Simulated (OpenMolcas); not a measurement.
Ti3+ in a point-charge field

Ti3+ among 6 point charges of -1.76 e arranged as an octahedron (Oh), 2.12 Å from the ion.
```
   2.1200    0.0000    0.0000  -1.76
   0.0000    2.1200    0.0000  -1.76
  -2.1200    0.0000    0.0000  -1.76
   0.0000   -2.1200    0.0000  -1.76
   0.0000    0.0000    2.1200  -1.76
   0.0000    0.0000   -2.1200  -1.76
```

```
Program             : OpenMolcas 26.06
Method              : CASSCF
Basis               : ANO-RCC-VDZP [5s4p2d1f]
Scalar Hamiltonian  : DKH2, point nucleus
Active space        : 1 electron in 5 orbitals (3d)
State averaging     : 2S+1 = 2 even, 5 roots
Spin-orbit coupling : state interaction with AMFI integrals over the reference wave functions
```

The lowest spin-free states (labels of O, the rotations of Oh), above the lowest:

```
State  Degeneracy  E (cm-1)  Free-ion L (%)
  2T2           3       0.0         D (100)
   2E           2      5041         D (100)
```

The lowest levels with spin-orbit coupling:

```json
{"E (cm-1)": "0.0", "Degeneracy": "4", "Label": "Γ8", "2S+1": "2", "g": ""}
{"E (cm-1)": "226.5", "Degeneracy": "2", "Label": "Γ7", "2S+1": "2", "g": "2.00 2.00 2.00"}
{"E (cm-1)": "5127", "Degeneracy": "4", "Label": "Γ8", "2S+1": "2", "g": ""}
```

Powder χT (cm3 K/mol): 0.00714 at 2 K, 0.0255 at 10 K, 0.117 at 50 K, 0.227 at 100 K, 0.38 at 200 K, 0.465 at 300 K. The effective moment at 300 K is 2.828 √(χT) = 1.93 μB.

The lowest level has 2S+1 = 2, for which the spin-only value is χT = S(S+1) / 2 = 0.375 cm3 K/mol (g = 2). The computed 0.465 at 300 K differs by +0.090, through orbital momentum, spin-orbit coupling and any other state in reach. With a threefold ground state the orbital momentum is unquenched, so the spin-only value is not expected to hold.

The gap between the two states is 10Dq = 5041 cm-1.

An orbital triplet at a regular site is open to Jahn-Teller coupling, which can distort the site and quench the lowest spin-orbit gaps and is left out. This field is weak: 10Dq is about 5041 cm-1, while octahedral complexes of 3d ions of charge 3 and more, computed by the same method with explicit ligands, had a median near 15000 cm-1. Ground spin and moment need not be those of a real site. This is an electrostatic model: the charges have no orbitals. No measured value stands beside these numbers.

The RASSCF and RASSI steps took 1.4 s on 1 thread of Arm Neoverse V2, with other jobs on the host; the integral step is not counted.
